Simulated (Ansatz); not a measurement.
A saddle search that did not converge.

in.yaml

```yaml
crystal:
  periodic: [false, false, false]
  atoms:
    - {symbol: Zr, position_ang: [-0.595526, -0.325547, 0.080092]}
    - {symbol: Br, position_ang: [0.832221, 2.457436, -0.863108]}
    - {symbol: Cl, position_ang: [-0.375472, -2.262529, -1.147789]}
    - {symbol: Cl, position_ang: [-0.616194, -0.869827, 2.316383]}
    - {symbol: Cl, position_ang: [-2.734361, 0.393729, -0.362066]}
    - {symbol: H, position_ang: [1.575198, 0.730499, -0.178437]}
    - {symbol: H, position_ang: [1.914033, -0.123761, 0.154825]}
basis:
  gaussian: {orbitals: def2-SVP}
hamiltonian: {xc: pbe0, dispersion: d4}
saddle:
  f_tol: 0.03
  max_steps: 150
  mode_guess:
    - [0.5593, -0.7717, 0.3184]
    - [0.8084, -0.0113, 0.0535]
    - [0.0000, 0.0000, 0.0000]
    - [0.0000, 0.0000, 0.0000]
    - [0.0000, 0.0000, 0.0000]
    - [-0.7180, 1.7370, -0.6831]
    - [-0.6497, -0.9540, 0.3112]
```

An equivalent command:

```bash
ansatz run in.yaml --threads 8 --pin off --events-out ev --progress --plain
```

The run's output (Ansatz 0.2.0):

```
Functional definition: PBE0
  name "PBE0"
  cite "Adamo & Barone, J. Chem. Phys. 110, 6158 (1999) doi:10.1063/1.478522"
  cite "Perdew, Burke & Ernzerhof, Phys. Rev. Lett. 77, 3865 (1996) doi:10.1103/PhysRevLett.77.3865"
  parent pbe
  parameter a = 0.25
  parameter kappa = 0.804
  parameter beta = 0.06672455060314922
  exchange = (1 - a)*pbe_x(kappa = kappa, mu = beta*pi^2/3) + a*exact_x
  correlation = pbe_c(beta = beta)
1296 factors; integrals over basis functions are off by at most 3.3e-4 eV
mean field evaluation 1: about -108890.2964 eV, gradient 2.4e1 eV
mean field evaluation 2: about -108868.2594 eV, gradient 9.8e1 eV
mean field evaluation 4: about -108892.1735 eV, gradient 3.3e0 eV
mean field evaluation 8: about -108892.2446 eV, gradient 8.0e-2 eV
mean field evaluation 16: about -108892.2446 eV, gradient 9.3e-6 eV
mean field -108892.24464686 eV, -4001.7161809577 hartree, gradient 9.7e-6 eV, S^2 0.000000; 0 other end points of the search recorded, 0 dependent functions left out
the calculation of the forces begins
reference -108892.24470929 eV, -4001.7161832519 hartree; 50, 50 occupied and 77, 77 virtual orbitals, 1296 factors
these checks for a lower state are left out or cut short: stability, starts, cluster_reference, orbital_swaps, neighbouring_geometries, increment
1296 factors; integrals over basis functions are off by at most 3.4e-4 eV
mean field -108892.22016375 eV, -4001.7152812201 hartree, gradient 2.9e-6 eV, S^2 0.000000; 0 other end points of the search recorded, 0 dependent functions left out
the calculation of the forces begins
reference -108892.22022617 eV, -4001.7152835138 hartree; 50, 50 occupied and 77, 77 virtual orbitals, 1296 factors
these checks for a lower state are left out or cut short: stability, starts, cluster_reference, orbital_swaps, neighbouring_geometries, increment
1296 factors; integrals over basis functions are off by at most 3.4e-4 eV
mean field -108892.23220775 eV, -4001.7157238289 hartree, gradient 2.3e-6 eV, S^2 0.000000; 0 other end points of the search recorded, 0 dependent functions left out
the calculation of the forces begins
reference -108892.23227017 eV, -4001.7157261228 hartree; 50, 50 occupied and 77, 77 virtual orbitals, 1296 factors
saddle step   1: F+E_penalty+E_count = -108892.49256184 eV  max|allowed force component| = 1.907e0 eV/Å  curvature = -0.6623 eV/Å²  mode residual = 5.64e0 eV/Å²  Δτ_max = 0.0000 Å  (1 rotations, 3 force calls, 61 SCF iters)  cluster: 3 rotations left out, max|force component along them| = 4.296e-8 eV/Å
saddle step   2: F+E_penalty+E_count = -108892.61389963 eV  max|allowed force component| = 1.727e0 eV/Å  curvature = -1.2497 eV/Å²  mode residual = 3.11e0 eV/Å²  Δτ_max = 0.2000 Å  (1 rotations, 3 force calls, 64 SCF iters)  cluster: 3 rotations left out, max|force component along them| = 1.165e-8 eV/Å
saddle step   3: F+E_penalty+E_count = -108892.75158133 eV  max|allowed force component| = 1.656e0 eV/Å  curvature = -1.7196 eV/Å²  mode residual = 2.55e0 eV/Å²  Δτ_max = 0.1444 Å  (1 rotations, 3 force calls, 63 SCF iters)  cluster: 3 rotations left out, max|force component along them| = 8.610e-8 eV/Å
saddle step   4: F+E_penalty+E_count = -108892.74399051 eV  max|allowed force component| = 8.996e-1 eV/Å  curvature = -2.5395 eV/Å²  mode residual = 2.52e0 eV/Å²  Δτ_max = 0.2000 Å  (1 rotations, 3 force calls, 63 SCF iters)  cluster: 3 rotations left out, max|force component along them| = 1.243e-7 eV/Å
saddle step   5: F+E_penalty+E_count = -108892.46440775 eV  max|allowed force component| = 1.909e0 eV/Å  curvature = -2.1338 eV/Å²  mode residual = 1.26e0 eV/Å²  Δτ_max = 0.2000 Å  (1 rotations, 3 force calls, 67 SCF iters)  cluster: 3 rotations left out, max|force component along them| = 4.123e-8 eV/Å
saddle step   6: F+E_penalty+E_count = -108892.62262978 eV  max|allowed force component| = 5.114e-1 eV/Å  curvature = -2.0566 eV/Å²  mode residual = 1.46e0 eV/Å²  Δτ_max = 0.1219 Å  (1 rotations, 3 force calls, 61 SCF iters)  cluster: 3 rotations left out, max|force component along them| = 9.812e-8 eV/Å
[...]
saddle step 139: F+E_penalty+E_count = -108892.50830320 eV  max|allowed force component| = 2.789e-2 eV/Å  curvature = +0.0025 eV/Å²  mode residual = 3.14e-2 eV/Å²  Δτ_max = 0.0499 Å  (11 rotations, 19 force calls, 308 SCF iters)  cluster: 3 rotations left out, max|force component along them| = 3.253e-7 eV/Å
saddle search: the rotation starts from a random direction (saddle.seed = 0)
saddle step 140: F+E_penalty+E_count = -108892.50831881 eV  max|allowed force component| = 2.725e-2 eV/Å  curvature = +0.0026 eV/Å²  mode residual = 3.13e-2 eV/Å²  Δτ_max = 0.0499 Å  (11 rotations, 19 force calls, 308 SCF iters)  cluster: 3 rotations left out, max|force component along them| = 3.308e-7 eV/Å
saddle search: the rotation starts from a random direction (saddle.seed = 0)
saddle step 141: F+E_penalty+E_count = -108892.50833299 eV  max|allowed force component| = 2.661e-2 eV/Å  curvature = +0.0027 eV/Å²  mode residual = 3.12e-2 eV/Å²  Δτ_max = 0.0499 Å  (11 rotations, 19 force calls, 308 SCF iters)  cluster: 3 rotations left out, max|force component along them| = 3.357e-7 eV/Å
saddle search: the rotation starts from a random direction (saddle.seed = 0)
saddle step 142: F+E_penalty+E_count = -108892.50834559 eV  max|allowed force component| = 2.598e-2 eV/Å  curvature = +0.0026 eV/Å²  mode residual = 3.10e-2 eV/Å²  Δτ_max = 0.0499 Å  (11 rotations, 19 force calls, 307 SCF iters)  cluster: 3 rotations left out, max|force component along them| = 3.401e-7 eV/Å
saddle search: the rotation starts from a random direction (saddle.seed = 0)
saddle step 143: F+E_penalty+E_count = -108892.50835669 eV  max|allowed force component| = 2.536e-2 eV/Å  curvature = +0.0026 eV/Å²  mode residual = 3.09e-2 eV/Å²  Δτ_max = 0.0499 Å  (11 rotations, 19 force calls, 307 SCF iters)  cluster: 3 rotations left out, max|force component along them| = 3.440e-7 eV/Å
saddle search: the rotation starts from a random direction (saddle.seed = 0)
saddle step 144: F+E_penalty+E_count = -108892.50836650 eV  max|allowed force component| = 2.474e-2 eV/Å  curvature = +0.0025 eV/Å²  mode residual = 3.08e-2 eV/Å²  Δτ_max = 0.0499 Å  (11 rotations, 19 force calls, 307 SCF iters)  cluster: 3 rotations left out, max|force component along them| = 3.476e-7 eV/Å
saddle search: the rotation starts from a random direction (saddle.seed = 0)
saddle step 145: F+E_penalty+E_count = -108892.50837515 eV  max|allowed force component| = 2.414e-2 eV/Å  curvature = +0.0025 eV/Å²  mode residual = 3.07e-2 eV/Å²  Δτ_max = 0.0499 Å  (11 rotations, 19 force calls, 308 SCF iters)  cluster: 3 rotations left out, max|force component along them| = 3.506e-7 eV/Å
saddle search: the rotation starts from a random direction (saddle.seed = 0)
saddle step 146: F+E_penalty+E_count = -108892.50838267 eV  max|allowed force component| = 2.355e-2 eV/Å  curvature = +0.0026 eV/Å²  mode residual = 3.07e-2 eV/Å²  Δτ_max = 0.0499 Å  (11 rotations, 19 force calls, 308 SCF iters)  cluster: 3 rotations left out, max|force component along them| = 3.531e-7 eV/Å
saddle search: the rotation starts from a random direction (saddle.seed = 0)
saddle step 147: F+E_penalty+E_count = -108892.50838936 eV  max|allowed force component| = 2.298e-2 eV/Å  curvature = +0.0026 eV/Å²  mode residual = 3.06e-2 eV/Å²  Δτ_max = 0.0496 Å  (11 rotations, 19 force calls, 308 SCF iters)  cluster: 3 rotations left out, max|force component along them| = 3.551e-7 eV/Å
saddle search: the rotation starts from a random direction (saddle.seed = 0)
saddle step 148: F+E_penalty+E_count = -108892.50839545 eV  max|allowed force component| = 2.241e-2 eV/Å  curvature = +0.0026 eV/Å²  mode residual = 3.05e-2 eV/Å²  Δτ_max = 0.0489 Å  (11 rotations, 19 force calls, 300 SCF iters)  cluster: 3 rotations left out, max|force component along them| = 3.569e-7 eV/Å
saddle search: the rotation starts from a random direction (saddle.seed = 0)
saddle step 149: F+E_penalty+E_count = -108892.50840045 eV  max|allowed force component| = 2.186e-2 eV/Å  curvature = +0.0025 eV/Å²  mode residual = 3.04e-2 eV/Å²  Δτ_max = 0.0486 Å  (11 rotations, 19 force calls, 300 SCF iters)  cluster: 3 rotations left out, max|force component along them| = 3.580e-7 eV/Å
saddle search: the rotation starts from a random direction (saddle.seed = 0)
saddle step 150: F+E_penalty+E_count = -108892.50840440 eV  max|allowed force component| = 2.132e-2 eV/Å  curvature = +0.0025 eV/Å²  mode residual = 3.03e-2 eV/Å²  Δτ_max = 0.0484 Å  (11 rotations, 19 force calls, 300 SCF iters)  cluster: 3 rotations left out, max|force component along them| = 3.589e-7 eV/Å
Error: the saddle search did not converge after 150 steps: max|allowed force component| = 2.13e-2 eV/Å (threshold 3.0e-2). At the last step the curvature along the mode is +0.002 eV/Å², not resolved as negative, so the search is still climbing. That curvature's residual is 3.03e-2 eV/Å². Where the curvature misses the negative of `saddle.curvature_tol` by less than that, a larger `saddle.rotation.max_rotations` or a tighter `saddle.rotation.residual_tol` may find a negative one. To go on, start nearer the saddle, give a better `saddle.mode_guess`, or set a larger `saddle.max_steps` (a set value also replaces the default of 250 for a search that goes on from a second negative curvature), or search again from the last step's geometry and mode. From 135 of its steps before the last this search moved with no negative curvature along its mode to follow. A search started from a geometry of this one does not count those moves and, where it converges, warns only of its own. With `saddle.order_check` unset, a search from the last step can check the order less strictly than this one. `saddle.order_check: true` asks for the full check and warns where it cannot tell. Where this run's directory can be resumed (`checkpoint.write`), a resume goes on for up to `saddle.max_steps` more
F+E_penalty+E_count at the last step = -108892.50840440 eV
to start another search from the last step: its geometry and its mode (saddle.mode_guess, Cartesian), with saddle.order_check: true (the message says why):
  atoms:
    - { symbol: Zr, position_ang: [-1.29211185, -2.73751302, 0.69809270] }
    - { symbol: Br, position_ang: [3.60108527, 6.28725238, -1.90259988] }
    - { symbol: Cl, position_ang: [-1.30889131, -4.40148805, -0.92156181] }
    - { symbol: Cl, position_ang: [-2.01809411, -3.45039222, 2.78649642] }
    - { symbol: Cl, position_ang: [-2.20959482, -0.72511041, -0.01153264] }
    - { symbol: H, position_ang: [2.75489492, 7.38794378, -1.59250555] }
    - { symbol: H, position_ang: [0.47261091, -2.36069247, 0.94351075] }
  mode_guess:
    - [-0.08347515, -0.19792841, 0.06060438]
    - [0.03553167, 0.36036719, -0.11120028]
    - [-0.07550115, -0.13865657, -0.00083026]
    - [-0.15932898, -0.26410215, 0.01279311]
    - [0.00100417, -0.14765651, 0.09205969]
    - [0.36489296, 0.63433583, -0.18738039]
    - [-0.08312352, -0.24635939, 0.13395376]
  order_check: true


[the SCF lines of later steps are left out]
```

The lines “mean field evaluation” count trial sets of orbitals through the whole run, from several starts and some on an approximate energy, so they need not fall steadily or lie above the final value.

The run took about 9.6 min on 8 CPU threads (shared host).
